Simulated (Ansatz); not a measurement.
CH6SeSi2 can be A, `[SeH][SiH]1C[SiH2]1`, or B, `C[SiH]1[SiH2][Se]1`.

Program: Ansatz. Geometries: PBE0-D4/def2-TZVP. ΔE: electronic, gas phase. CBS: MP2 limit from def2 TZ/QZ plus the TZ coupled-cluster correction, frozen cores. DFT in def2-TZVPP. B3LYP here is the variant with VWN-RPA as its local correlation; programs differ in this. For Se outer-core shells are correlated without core-valence functions, which leaves a few kJ/mol of doubt a bond. Scalar relativity is left out up to krypton. Each species was taken in one conformer, which may not be the lowest.

(1) Which is lower in electronic energy at CCSD(T)/CBS, and by how much? (An estimate is asked.)

(2) Give E(B) − E(A) in kJ/mol with B3LYP-D4, PBE-D4, MP2/def2-TZVPP, PBE0-D4, ωB97M-V, CCSD(T)/def2-TZVPP, r2SCAN-D4. (Best estimate.)

Largest T1 diagnostic: 0.011.

## Answers

(1) Ansatz gave: B, by 143.7 kJ/mol.

(2) The calculation gave: B3LYP-D4 -139.2, PBE-D4 -138.3, MP2/def2-TZVPP -146.4, PBE0-D4 -142.8, ωB97M-V -138.7, CCSD(T)/def2-TZVPP -139.6, r2SCAN-D4 -142.1. None reverses the order clearly.

From PBE to PBE0 (25 % exact exchange), in def2-TZVPP and without D4, E(B) − E(A) moves by −4.5 kJ/mol.
